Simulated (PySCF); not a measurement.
Compound: C6H11O (doublet state).
Geometry (GFN2-xTB, Å), atoms numbered from 1 in this order:
```xyz
18
C6H11O angstrom
O      1.7390   -1.1270   -0.0361
C      0.8892   -0.3822   -0.8779
C      0.8380    1.1169   -0.4703
C      0.1750    1.2697    0.8408
C     -1.1721    0.6736    0.9698
C     -1.1042   -0.8232    0.5971
C     -0.5101   -0.9930   -0.7968
H      2.5810   -0.6667    0.0447
H      1.2565   -0.4470   -1.9184
H      1.8517    1.5249   -0.4584
H      0.2713    1.6315   -1.2551
H      0.7660    1.4567    1.7200
H     -1.5607    0.7874    1.9820
H     -1.8704    1.1569    0.2759
H     -2.1035   -1.2610    0.6327
H     -0.4701   -1.3433    1.3156
H     -1.1486   -0.5127   -1.5410
H     -0.4368   -2.0553   -1.0362
```

The hyperfine couplings belong to this conformer and change with its torsions.

Identity: `C1C[C@H](O)C[CH]C1` [radical].

Computed with UKS B3LYP, pcH-1 on C H O, non-relativistic, mean-field spin-orbit, GIAO in PySCF. Isolated species at its GFN2-xTB geometry (one conformer only). The geometry wasn't refined by DFT: couplings that depend on bond lengths, twists or pyramidal angles can differ widely from those at the functional's own minimum. No stability test was run, so a lower SCF solution isn't excluded.

Principal values of hyperfine tensors in MHz (contact and dipolar terms together), for some of the nuclei:

```
atom  isotope      A1      A2      A3
  C4      13C   37.35   37.64  273.10
 H11       1H   74.95   75.42   89.40
 H14       1H   65.69   65.90   80.03
  C6      13C   47.69   48.06   65.26
  C2      13C   41.70   42.56   61.31
  C3      13C  -33.25  -32.21  -28.05
  C5      13C  -32.07  -30.25  -26.57
 H15       1H    8.79   10.57   17.52
```

Split each tensor into its isotropic and traceless parts, and turn a_iso into mT with g = 2.0027.

a_iso is a third of the trace, T = A − a_iso, and a(mT) = a(MHz)/(g × 13.996).

```tsv
atom	a_iso (MHz)	a_iso (mT)	T1	T2	T3
C4	116.03	4.139	-78.68	-78.39	157.07
H11	79.93	2.851	-4.98	-4.50	9.48
H14	70.54	2.516	-4.85	-4.64	9.49
C6	53.67	1.915	-5.98	-5.61	11.59
C2	48.52	1.731	-6.82	-5.96	12.79
C3	-31.17	-1.112	-2.08	-1.05	3.12
C5	-29.63	-1.057	-2.44	-0.62	3.06
H15	12.30	0.439	-3.50	-1.72	5.22
```

What spin density at the nucleus of C3 lies behind its contact coupling (g_N = 1.40482)?

a_FC = 800.24 MHz bohr³ × g_N × ρ(0)/(2S). With a_FC = -31.17 MHz and 2S = 1, ρ(0) = -0.02773 bohr⁻³.

H12 (1H, g_N = 5.58569) isn't in the table. Its spin density at the nucleus is -0.01279 bohr⁻³. What is its contact coupling?

By the same relation, a_FC = -57.2 MHz. Its full tensor has the principal values -95.09, -57.17, -19.20 MHz.

Which nucleus of the table has the largest anisotropic coupling, and what is its form?

C4: -78.7, -78.4, 157.1 MHz, axial, in the ratio −1:−1:+2, the form that spin in one p orbital centred on that nucleus gives.

In a single crystal, with the field along each principal axis of the tensor of H11 in turn, what first-order splitting does this nucleus give (isotropic g, quadrupole terms neglected)?

2 lines (I = 1/2), spaced by |A_i|/(g × 13.996): 2.67, 2.69, 3.19 mT along the axes of A1, A2 and A3.
